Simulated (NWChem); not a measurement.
System: C$_{3}$H$_{7}$FSi; SMILES C(C[SiH3])(F)=C

The following NWChem deck was run.

```
start job
memory heap 200 mb stack 900 mb global 1100 mb
geometry units angstroms noautosym nocenter noautoz
  C      1.024235    -1.969033    -0.295807
  C      0.136741    -1.033303     0.028458
  F     -1.154034    -1.171712    -0.382712
  C      0.344582     0.234160     0.788012
  Si    -0.110276     1.803236    -0.205343
  H      0.732925    -2.834556    -0.879872
  H      2.056458    -1.881800     0.021263
  H      1.389463     0.304498     1.107961
  H     -0.273936     0.229007     1.696973
  H      0.525102     1.759173    -1.548316
  H     -1.580374     1.935817    -0.364095
  H      0.395612     2.994079     0.531096
end
basis spherical
  C library pcsseg-1
  F library pcsseg-1
  Si library pcsseg-1
  H library pcsseg-1
end
dft
  xc xpbe96 cpbe96
  iterations 150
end
property
  shielding
end
task dft property
```

Output (shortened):

```
             Northwest Computational Chemistry Package (NWChem) 7.3.0
             --------------------------------------------------------

                             Geometry "geometry" -> ""
                             -------------------------

 Output coordinates in angstroms (scale by  1.889725989 to convert to a.u.)

  No.       Tag          Charge          X              Y              Z
 ---- ---------------- ---------- -------------- -------------- --------------
    1 C                    6.0000     1.02423500    -1.96903300    -0.29580700
    2 C                    6.0000     0.13674100    -1.03330300     0.02845800
    3 F                    9.0000    -1.15403400    -1.17171200    -0.38271200
    4 C                    6.0000     0.34458200     0.23416000     0.78801200
    5 Si                  14.0000    -0.11027600     1.80323600    -0.20534300
    6 H                    1.0000     0.73292500    -2.83455600    -0.87987200
    7 H                    1.0000     2.05645800    -1.88180000     0.02126300
    8 H                    1.0000     1.38946300     0.30449800     1.10796100
    9 H                    1.0000    -0.27393600     0.22900700     1.69697300
   10 H                    1.0000     0.52510200     1.75917300    -1.54831600
   11 H                    1.0000    -1.58037400     1.93581700    -0.36409500
   12 H                    1.0000     0.39561200     2.99407900     0.53109600

 Effective nuclear repulsion energy (a.u.)     219.2978718973

  pbe96 is a nonlocal functional; adding pw91lda local functional.
                              NWChem Property Module
                              ----------------------

  itol2e modified to match energy
  convergence criterion.

                                 NWChem DFT Module
                                 -----------------

 Summary of "ao basis" -> "ao basis" (spherical)
 ------------------------------------------------------------------------------
       Tag                 Description            Shells   Functions and Types
 ---------------- ------------------------------  ------  ---------------------
 C                          pcsseg-1                 7       17   3s3p1d
 F                          pcsseg-1                 7       17   3s3p1d
 Si                         pcsseg-1                10       24   4s5p1d
 H                          pcsseg-1                 3        5   2s1p

  itol2e modified to match energy
  convergence criterion.

[...]

          -----------------------------------------
          Chemical Shielding Tensors (GIAO, in ppm)
          -----------------------------------------

                                NWChem CPHF Module
                                ------------------

  scftype          =     RHF
  nclosed          =       24
  nopen            =        0
  variables        =     2472
  # of vectors     =        3
  tolerance        = 0.10D-03
  level shift      = 0.00D+00
  max iterations   =       50
  max subspace     =       30

 SCF residual:    3.0239494848636205E-005

Iterative solution of linear equations
  No. of variables     2472
  No. of equations        3
  Maximum subspace       30
        Iterations       50
       Convergence  1.0D-04

   iter   nsub   residual    time
   ----  ------  --------  ---------
     1      3    1.33D-05      60.4

      Atom:    1  C
        Diamagnetic
    265.7929     -7.3949      1.4453
     -7.3949    259.3015      7.8908
      1.4453      7.8908    247.6479

        Paramagnetic
   -222.1542    -30.5688    -49.5033
    -30.5688   -151.6357    -40.5680
    -49.5033    -40.5680   -128.7904

        Total Shielding Tensor
     43.6387    -37.9637    -48.0580
    -37.9637    107.6658    -32.6772
    -48.0580    -32.6772    118.8575

           isotropic =      90.0540
          anisotropy =      88.7581

          Principal Components and Axis System
                 1           2           3
              149.2261    122.4334     -1.4975

      1        -0.2194     -0.5529      0.8039
      2        -0.4713      0.7815      0.4089
      3         0.8543      0.2892      0.4320

      Atom:    2  C
        Diamagnetic
    261.2166     -2.9333      5.4284
     -2.9333    257.4876     12.5172
      5.4284     12.5172    241.1271

        Paramagnetic
   -295.9341    -48.7956    -56.9839
    -48.7956   -235.4756    -48.0239
    -56.9839    -48.0239   -214.8436

        Total Shielding Tensor
    -34.7175    -51.7289    -51.5555
    -51.7289     22.0119    -35.5067
    -51.5555    -35.5067     26.2835

           isotropic =       4.5260
          anisotropy =    -152.3089

          Principal Components and Axis System
                 1           2           3
              -97.0133     59.9334     50.6577

      1         0.7608     -0.1026     -0.6408
      2         0.4655     -0.6017      0.6490
      3         0.4522      0.7921      0.4100

      Atom:    3  F
        Diamagnetic
    487.8949      2.3513      7.3066
      2.3513    468.3637     -0.4639
      7.3066     -0.4639    467.8373

        Paramagnetic
   -255.5811     49.1622     -9.1265
     49.1622   -294.8186    -74.9494
     -9.1265    -74.9494   -182.0911

        Total Shielding Tensor
    232.3139     51.5135     -1.8199
     51.5135    173.5451    -75.4133
     -1.8199    -75.4133    285.7461

           isotropic =     230.5350
          anisotropy =     150.1198

          Principal Components and Axis System
                 1           2           3
              330.6149    243.5964    117.3939

      1        -0.2708      0.8870     -0.3741
      2        -0.4874      0.2088      0.8479
      3         0.8301      0.4119      0.3758

      Atom:    4  C
        Diamagnetic
    246.6970      1.0017      2.5472
      1.0017    261.9676      3.3936
      2.5472      3.3936    248.8223

        Paramagnetic
    -94.4779      5.0423      4.1721
      5.0423    -86.4279     14.9182
      4.1721     14.9182    -88.6531

[...]
```

Level: PBE/pcSseg-1, GIAO. All runs use the structure optimised with B3LYP/6-31G* (spherical d). The printed shielding anisotropy is the first printed principal value minus the mean of the other two.
